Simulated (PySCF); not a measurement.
Trend along the chalcogens: MLi anions

PBE0 with double-zeta basis sets in PySCF, for the lowest determinant that a PBE0 search found; no spin–orbit coupling. De refers to high-spin ground-configuration atoms (the charge goes to the atom of lower measured ionisation energy or higher electron affinity, which is not always the lowest computed limit). A positive dipole points towards Li; it is taken about the centre of mass and depends on that origin.

```csv
M,basis,charged atom,state (unpaired electrons),Re (Å),ωe (cm⁻¹),De (eV),μ (D)
S,def2-SVPD,S−,singlet (closed shell),2.068,650,2.30,5.48
Se,aug-pcseg-1,Se−,singlet (closed shell),2.190,566,2.18,4.28
Te,aug-cc-pVDZ/aug-cc-pVDZ-PP,Te−,singlet (closed shell),2.395,503,2.01,3.79
```

The shortest bond is that of LiS⁻ (2.068 Å), the longest that of LiTe⁻ (2.395 Å).

The rows differ in basis set, which adds steps of its own.

Down a group the atoms grow and get heavier, so bonds lengthen and wavenumbers fall; this series shows no clear exception.

Spin–orbit coupling is left out, which matters for elements this heavy, above all for dissociation energies. For an ion De counts to the pair picked by the measured ionisation energies or electron affinities, which need not be the lowest pair at this level. The highest Kohn–Sham level is positive in some of these anions. Much of that is self-interaction error, but it also means that the finite basis helps to hold the extra electron.
